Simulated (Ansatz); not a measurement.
The first iterations of a band of Cl$_{2}$GeH$_{2}$O (6 atoms, charge 0, multiplicity 1).

Level of theory: RKS BLYP/def2-SVPD in Ansatz 0.2.0.

```yaml
movable_images: 5
climbing_image: yes
spring: 5.0 eV/Å²
optimiser: quadratic models (default)
start_path: through a guess of the saddle point
force_threshold: 0.03 eV/Å
iteration_limit: 60
end_points: relaxed
```

Image 0:

```xyz
6
Properties=species:S:1:pos:R:3
Ge 0.172 -0.088 0.421
H -0.196 0.116 1.898
O 1.948 -0.332 0.352
H 2.304 -0.472 -0.546
Cl -0.404 1.659 -0.789
Cl -0.870 -1.835 -0.421
```

Image 6:

```xyz
6
Properties=species:S:1:pos:R:3
Ge -0.688 0.533 0.645
H 1.400 -1.188 0.683
O 1.501 -0.229 0.868
H 1.913 0.151 0.061
Cl 0.029 1.422 -1.371
Cl -1.202 -1.639 0.031
```

| iteration | highest image above the first end (eV) | largest band force component (eV/Å) |
| --- | --- | --- |
| 1 | 6.855 | 33.130 |
| 2 | 2.186 | 5.308 |
| 3 | 1.653 | 2.833 |
| 4 | 1.086 | 1.596 |
| 5 | 1.088 | 1.342 |

Q: Does the band converge within its limit, and where does its top end?

A: The forces met the threshold. It ended after 17 iterations with the highest image 1.919 eV above the first end. Neighbouring images differ by up to 1.9 eV, so the band resolves the path poorly. A vibrational analysis at the climbing image gives one clearly imaginary mode, 1227i cm⁻¹: a first-order saddle point. The orbitals stay closed-shell, which can raise the energy where a bond breaks towards radicals; this wasn't checked here.

Run time: 50 s on 4 threads of AMD EPYC 9R45 96-Core Processor (Zen 5), on a shared host, peak memory 0.22 GiB.
